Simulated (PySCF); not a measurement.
**Magnetisability: SMILES [C@@H]1(BOB)C[C@@H]1C, C4H10B2O**

Molfile (atoms numbered from 1):
```
C4H10B2O
     RDKit          3D

 17 17  0  0  0  0  0  0  0  0999 V2000
    2.5426    0.7861    0.0542 B   0  0  0  0  0  0  0  0  0  0  0  0
    1.7814   -0.1469    0.5295 O   0  0  0  0  0  0  0  0  0  0  0  0
    0.9797   -1.0788    0.9613 B   0  0  0  0  0  0  0  0  0  0  0  0
   -0.4574   -1.2771    0.3480 C   0  0  2  0  0  0  0  0  0  0  0  0
   -0.8519   -0.6134   -0.9547 C   0  0  0  0  0  0  0  0  0  0  0  0
   -1.5002   -0.1731    0.3107 C   0  0  2  0  0  0  0  0  0  0  0  0
   -1.2193    1.1898    0.8896 C   0  0  0  0  0  0  0  0  0  0  0  0
    3.2557    0.5508   -0.8575 H   0  0  0  0  0  0  0  0  0  0  0  0
    2.5219    1.8642    0.5394 H   0  0  0  0  0  0  0  0  0  0  0  0
    1.3637   -1.8010    1.8149 H   0  0  0  0  0  0  0  0  0  0  0  0
   -0.8851   -2.2628    0.5013 H   0  0  0  0  0  0  0  0  0  0  0  0
   -1.4252   -1.1842   -1.6704 H   0  0  0  0  0  0  0  0  0  0  0  0
   -0.1281    0.0506   -1.4058 H   0  0  0  0  0  0  0  0  0  0  0  0
   -2.5238   -0.4963    0.4697 H   0  0  0  0  0  0  0  0  0  0  0  0
   -0.2026    1.5018    0.6705 H   0  0  0  0  0  0  0  0  0  0  0  0
   -1.3521    1.1789    1.9708 H   0  0  0  0  0  0  0  0  0  0  0  0
   -1.9063    1.9236    0.4681 H   0  0  0  0  0  0  0  0  0  0  0  0
  1  2  1  0
  2  3  1  0
  3  4  1  0
  4  5  1  0
  5  6  1  0
  6  7  1  0
  6  4  1  0
  1  8  1  0
  1  9  1  0
  3 10  1  0
  4 11  1  6
  5 12  1  0
  5 13  1  0
  6 14  1  6
  7 15  1  0
  7 16  1  0
  7 17  1  0
M  END
```

Method: GIAO B3LYP/pcSseg-1 magnetisability, rotational g tensor and spin-rotation constants, non-relativistic, gas phase in PySCF. Geometry: GFN2-xTB.

How diamagnetic is it, and how anisotropic?

Isotropic -1096 × 10⁻³⁰ J/T², or -66.0 × 10⁻⁶ cm³/mol; principal values -1223, -1113, -953 × 10⁻³⁰ J/T², anisotropy 236 × 10⁻³⁰ J/T² (root of half the summed squared differences of the principal values). The susceptibility is in cgs units.

Split it along the inertial axes a, b, c into diamagnetic and paramagnetic parts about the centre of mass, with the quadrupole moment.


| axis | χ (10⁻⁶ cm³/mol) | diamagnetic (10⁻⁶ cm³/mol) | paramagnetic (10⁻⁶ cm³/mol) | summed x² of all electrons (Å²) | quadrupole Θ (D Å) |
| --- | --- | --- | --- | --- | --- |
| a | -66.0 | -409.3 | 343.3 | 133.6 | +0.82 |
| b | -70.2 | -720.7 | 650.5 | 60.2 | -0.23 |
| c | -61.9 | -821.9 | 760.0 | 36.3 | -0.59 |

Anisotropies 2χaa − χbb − χcc = 0.0 and 2χbb − χaa − χcc = -12.5 × 10⁻⁶ cm³/mol. Θ is traceless in Buckingham's convention.

And the rotational g tensor?


| axis | rotational constant (GHz) | g | nuclear part | electronic part |
| --- | --- | --- | --- | --- |
| a | 4.1417 | -0.0290 | 0.6389 | -0.6679 |
| b | 1.9314 | -0.0092 | 0.5810 | -0.5902 |
| c | 1.6763 | -0.0143 | 0.5841 | -0.5985 |

Asymmetric top; isotopes 11B, 12C, 1H, 16O; no vibrational averaging.
